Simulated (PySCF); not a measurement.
NMR data simulated for an unnamed compound:

¹H NMR (300 MHz, computed): δ 5.90 (q, 1H), 5.17 (s, 2H), 4.74 (s, 3H), 4.26 (s, 3H), 4.13 (d, 3H), 0.03 (br s, 1H).

¹³C{¹H} NMR (computed): δ 174.2 (C), 127.3 (CH).

- geometry from GFN2-xTB
- PBE0/pcSseg-1 with gauge-including orbitals
- program: PySCF
- non-relativistic, equivalent nuclei averaged, gas phase, single conformer

δ = σ(ref) − σ, references computed at the same level: ¹H, ¹³C against TMS.

Question: Which of these does the molecule contain: an S-methyl group, a ketone, a vinyl group CH=CH2, a non-aromatic C=C double bond, an NH or NH2 group, a Si–H bond?

Answer: 
- An S-methyl group: no.
- A ketone: no.
- A vinyl group CH=CH2: no.
- A non-aromatic C=C double bond: yes.
- An NH or NH2 group: yes (δH 0.03 (br s)).
- A Si–H bond: yes (δH 4.13 (d)).

The data belong to `[SiH2](O/C(=C\[SiH3])[SiH3])N[SiH3]`, C2H13NOSi4; they needn't prove each group on their own.

Carbon signals by region: 1 in the far downfield region (above 160 ppm), 1 in the sp2 and nitrile region (100–160 ppm). Above 160 ppm: 174.2, alkene carbon bearing oxygen.

OH/NH shifts are gas-phase values; hydrogen bonding in solution moves them, usually downfield. Shifts are as computed. Against solution values, carbons near 30 ppm lie about +3 ppm off and those near 130 ppm about +5 ppm. Of 1309 compounds with measured shifts, 239 miss one by over three times the rms of a fit or turn the order of signals round; such compounds aren't used in these exercises. Multiplicities follow the n + 1 count of equivalent neighbours, as no J values were calculated; m marks all less simple cases, F and P coupling included.
